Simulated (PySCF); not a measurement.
Si(Cl)2(Me)(NH2) (CH5Cl2NSi), SMILES C[Si](N)(Cl)Cl.

Coordinates come from a TPSSh-D3(BJ)/def2-SVP optimisation. This is a generated structure with no PubChem entry under its InChIKey; it may be hypothetical. Other conformers were not sampled.

Calculation: PySCF with TPSSh-D3(BJ)/def2-SVP.

Frequencies are harmonic and unscaled.

```
mode  ν (cm⁻¹)  IR (km/mol)  Raman (Å⁴/amu)  depolarisation    moving atoms (share of kinetic energy)
----  --------  -----------  --------------  --------------  ----------------------------------------
1          134         10.1             2.2            0.73             H 45 %, Cl 36 %, C 9 %, N 9 %
2          152          0.7             0.3            0.75                                    H 90 %
3          161          2.2             2.2            0.75           H 30 %, Cl 28 %, C 27 %, N 14 %
4          213          0.2             1.1            0.73          H 40 %, Cl 38 %, Si 11 %, C 10 %
5          228          8.7             2.1            0.65  H 25 %, Cl 23 %, Si 22 %, C 19 %, N 12 %
6          253          6.7             3.9            0.68          Cl 31 %, N 25 %, H 25 %, Si 12 %
7          287         22.1             2.7            0.72           H 44 %, N 30 %, Cl 11 %, Si 9 %
8          441        138.6             2.4            0.07                            H 67 %, N 28 %
9          473         53.2            10.5            0.02                  Cl 52 %, Si 22 %, C 11 %
10         560        184.5             2.7            0.60                   Si 54 %, Cl 33 %, H 9 %
11         715         42.1             6.8            0.20                   C 35 %, H 33 %, Si 26 %
12         759         10.7             2.5            0.28                    H 68 %, C 16 %, N 11 %
13         814         77.1             0.9            0.67                    H 69 %, C 21 %, Si 8 %
14         875        105.6             0.6            0.63                   H 63 %, Si 16 %, N 14 %
15         907        146.1             3.4            0.28                   Si 42 %, N 35 %, H 19 %
16        1290         22.6             0.4            0.39                            H 78 %, C 22 %
17        1445          3.9            11.4            0.75                                    H 96 %
18        1448          2.7            11.3            0.75                                    H 96 %
19        1552         52.5             5.7            0.69                            H 89 %, N 10 %
20        3038          1.5           136.7            0.01                                    H 97 %
21        3133          3.0            86.8            0.74                             H 91 %, C 9 %
22        3148          1.7            79.5            0.75                             H 91 %, C 9 %
23        3538         33.7           134.0            0.12                                    H 96 %
24        3634         33.0            83.6            0.75                             H 91 %, N 9 %
```
